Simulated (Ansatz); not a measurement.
`C=C=C[SeH]`. Charge 0, multiplicity 1.

```xyz
8

C     1.750    0.220   -0.304
C     0.459    0.079   -0.268
C    -0.832   -0.049   -0.223
Se   -1.817    0.278    1.382
H     2.411   -0.628   -0.160
H     2.207    1.189   -0.482
H    -1.414   -0.262   -1.113
H    -2.764   -0.827    1.169
```

(1) List the harmonic frequencies (cm⁻¹, unscaled) at PBE0-D4/def2-TZVP in Ansatz. (Estimate.)

(2) Is this a minimum?

(3) Give the ideal-gas thermochemistry at 298.15 K and 1 bar (rigid rotor, harmonic oscillator; point group C1, symmetry number 1).

(4) Rotational constants (cm⁻¹)?

Results:

(1) The calculation gave: 118, 157, 329, 435, 522, 685, 829, 862, 884, 1009, 1112, 1251, 1457, 2062, 2430, 3141, 3192, 3219.

(2) Yes, all 18 modes are real.

(3) Zero-point energy 141.7 kJ/mol; H(298) − E = 158.4 kJ/mol; entropy 315.2 J/(mol·K), of which translation 168.5, rotation 107.3, vibration 39.5; G(298) − E = 64.4 kJ/mol.

(4) 0.8457, 0.06605, 0.0624.
